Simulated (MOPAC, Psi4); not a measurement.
Torsional profile of H6Cl3NSi3, SMILES Cl[Si]([SiH2][SiH2]N)(Cl)Cl. Scanned: dihedral N1–Si2–Si3–Si4; all other coordinates were relaxed at GFN2-xTB. GFN2-xTB can order the conformers of Si and Ge chains otherwise than DFT does. Points at φ and −φ are mirror images. Heavy atoms are numbered in the order of the SMILES N[SiH2][SiH2][Si](Cl)(Cl)Cl, hydrogens after them in the order of the atoms that carry them; the mirror image has the same energies with the sign of each dihedral reversed.

AM1, restricted, heats of formation // GFN2-xTB (MOPAC); MP2/cc-pVTZ = DF-MP2 (frozen core)/cc-pVTZ // GFN2-xTB in Psi4.

Energies relative to the lowest point of each profile, in kJ/mol:

```
φ / °  AM1
-----  ---
-120   1.6
-100   1.7
-60    1.0
-40    2.9
20     1.0
60     1.0
80     2.1
100    1.7
120    1.6
140    1.9
160    2.5
180    2.9
```

Problem. Estimate the MP2/cc-pVTZ values at these points.

Solution. -120: 5.9; -100: 4.7; -60: 0.0; -40: 1.6; 20: 2.2; 60: 0.0; 80: 1.7; 100: 4.7; 120: 5.9; 140: 5.0; 160: 3.6; 180: 3.6 (kJ/mol).
